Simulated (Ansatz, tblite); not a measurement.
Cost and result up the ladder for Ga₆P₅H₁₈⁻, a cluster cut from wurtzite GaP (hydrogen-capped) (29 atoms). Charge -1, multiplicity 1. Geometry: PBE-D4/def2-SVP.

| atom | x (Å) | y (Å) | z (Å) |
| --- | --- | --- | --- |
| Ga1 | -1.186 | -1.515 | 2.298 |
| P2 | -1.406 | 0.780 | 1.559 |
| P3 | 2.305 | 0.082 | 1.694 |
| Ga4 | 0.690 | 1.859 | 1.540 |
| Ga5 | -2.663 | 1.305 | -0.442 |
| P6 | 0.994 | 2.584 | -0.734 |
| P7 | -0.057 | -2.436 | 0.385 |
| Ga8 | 2.288 | -1.994 | 0.372 |
| Ga9 | -1.185 | -2.312 | -1.744 |
| P10 | -1.369 | 0.073 | -2.052 |
| Ga11 | 0.616 | 1.206 | -2.738 |
| H12 | -0.190 | -1.516 | 3.547 |
| H13 | -2.636 | -2.143 | 2.450 |
| H14 | -2.066 | 1.472 | 2.627 |
| H15 | 2.325 | -0.242 | 3.086 |
| H16 | 3.595 | 0.705 | 1.628 |
| H17 | 0.990 | 3.022 | 2.577 |
| H18 | -4.120 | 0.691 | -0.305 |
| H19 | -2.488 | 2.870 | -0.714 |
| H20 | 0.214 | 3.778 | -0.821 |
| H21 | 2.288 | 3.201 | -0.789 |
| H22 | -0.065 | -3.840 | 0.680 |
| H23 | 3.086 | -3.031 | 1.278 |
| H24 | 2.859 | -1.542 | -1.029 |
| H25 | -2.649 | -2.908 | -1.568 |
| H26 | -0.221 | -2.898 | -2.867 |
| H27 | -2.171 | 0.191 | -3.235 |
| H28 | 1.901 | 0.290 | -2.798 |
| H29 | 0.321 | 2.268 | -3.885 |

Ansatz on 2 threads of AMD EPYC 7R13 on a shared host and a share (18 GiB) of an NVIDIA H100 80GB HBM3; xTB runs through tblite on one thread. Times are rough, summed over both states, and most runs start from the orbitals of an earlier one. r2SCAN0-D4/def2-TZVP serves as the yardstick here, not as an exact answer. The other state is a doublet.

The xTB rows come from tblite. Single mean-field runs in def2-TZVP are fitted with def2-universal-jkfit.

Run but left out: PBE-D4/def2-TZVP (neutral doublet: an occupied level 0.03 eV above an empty one).

Raw xTB energies of ions are shifted by several eV.

| level | functions | wall time |
| --- | --- | --- |
| GFN2-xTB | 117 | 0.16 s |
| GFN1-xTB | 135 | 0.22 s |
| PBE0-D4/def2-TZVP (with forces) | 581 | 45 s |
| r2SCAN0-D4/def2-TZVP (with forces) | 581 | 51 s |

Estimate what each level gives for the vertical IE (eV).


```csv
level,vertical IE (eV),difference from r2SCAN0-D4/def2-TZVP (eV)
GFN2-xTB,9.74,4.33
GFN1-xTB,9.31,3.90
PBE0-D4/def2-TZVP (with forces),5.32,-0.09
r2SCAN0-D4/def2-TZVP (with forces),5.41,0.00
```
